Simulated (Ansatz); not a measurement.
`C[SiH2]N(C)C` → `C[SiH3]` + `C=NC` at 700 K and 1 bar (β-hydride elimination).

Calculated with Ansatz (gas phase, PBE0-D4/def2-TZVP geometries, no zero-point term in ΔE). CCSD(T)/CBS adds triple-zeta CCSD(T) − MP2 to the extrapolated MP2 energy (def2 sets, frozen cores). This one scheme is used for every species. Each species was taken in one conformer, which may not be the lowest.

```
       species  CCSD(T)/CBS energy (Eh)  H − E (kJ/mol)  S (J/(mol·K))
`C[SiH2]N(C)C`               -464.57799           455.5          516.5
     `C[SiH3]`               -330.73916           210.8          332.0
        `C=NC`               -133.77870           225.1          327.9
```

H − E and S are ideal-gas, rigid-rotor, harmonic terms from PBE0-D4/def2-TZVP, for one conformer and one mirror image of each species. 1 Eh = 2625.50 kJ/mol, R = 8.31446 J/(mol·K).

By hand: ΔE, ΔH, ΔS and ΔG.

ΔE = (-330.73916) + (-133.77870) − (-464.57799) = 0.06013 Eh = 157.9 kJ/mol. Δ(H − E) = 210.8 + 225.1 − 455.5 = -19.6, so ΔH = 138.3 kJ/mol. ΔS = 332.0 + 327.9 − 516.5 = 143.4 J/(mol·K). ΔG = 138.3 − 700 × (143.4)/1000 = 37.9 kJ/mol.

By hand: the equilibrium constant, and the temperature at which ΔG would vanish if ΔH and ΔS stayed fixed.

log₁₀ K = −ΔG/(RT ln 10) = -2.8. ΔG = 0 at ΔH/ΔS = 964 K.

The number of gas molecules changes by +1, which sets the sign of ΔS. A doubt of 5 kJ/mol in ΔE shifts log₁₀ K by 0.4 here. Other conformers and mirror images would add mixing entropy, several J/(mol·K) or more a flexible species. Modes under 60 cm⁻¹, often nearly free rotors, make the harmonic entropy too high. These are equilibria of isolated gas molecules and say nothing of rates. Largest T1 diagnostic: 0.011 (customary marks: 0.02 for closed shells, 0.045 for open ones).
